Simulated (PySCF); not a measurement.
BrGe, SMILES [Br][Ge] (connectivity only; charge and spin as stated), charge +1, multiplicity 1.

Coordinates come from a B3LYP-D3(BJ)/def2-TZVP optimisation. The spin state was assumed, not searched.

Method: B3LYP-D3(BJ)/def2-TZVP (PySCF).

Frequencies are harmonic and unscaled.

Question: Give all harmonic wavenumbers and intensities. (An estimate is asked for; the answer gives what the named calculation found.)

Answer: 
| mode | ν (cm⁻¹) | IR (km/mol) | Raman (Å⁴/amu) | depolarisation | moving atoms (share of kinetic energy) |
|---|---|---|---|---|---|
| 1 | 359 | 45.2 | 15.0 | 0.27 | Ge 52 %, Br 48 % |
